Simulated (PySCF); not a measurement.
## Worked example: oscillator strength and radiative lifetime

1,1-difluoropropan-2-one (C₃H₄F₂O), SMILES CC(=O)C(F)F.

Geometry optimised at B3LYP-D3(BJ)/def2-SVP. One conformer was computed; it need not be the lowest.

TDA-PBE/def2-SVPD run with PySCF puts the first singlet state with f over 0.02 at 6.46 eV (vertical), with the transition dipole (-0.402, -0.009, 0.168) in atomic units.

Question: Find the oscillator strength, the wavelength and the radiative lifetime that this transition would have in vacuum if emission retraced absorption.

Answer: 
|μ|² = 0.1899 au, so |μ| = 1.11 D. ΔE = 6.46/27.211 = 0.2374 hartree. f = (2/3) ΔE |μ|² = 0.030 (the program prints 0.030).
λ = 1239.84/6.46 = 192 nm; ν = 52103 cm⁻¹.
Einstein's coefficient A = 0.6670 ν² f s⁻¹ (ν in cm⁻¹) = 5.4e7 s⁻¹, so τ = 1/A = 18 ns. This state is S3; the lower singlets have f = 0.000, 0.000. The figure is the radiative limit of this one transition; relaxation, internal conversion, crossing to triplets and a medium change what is measured.
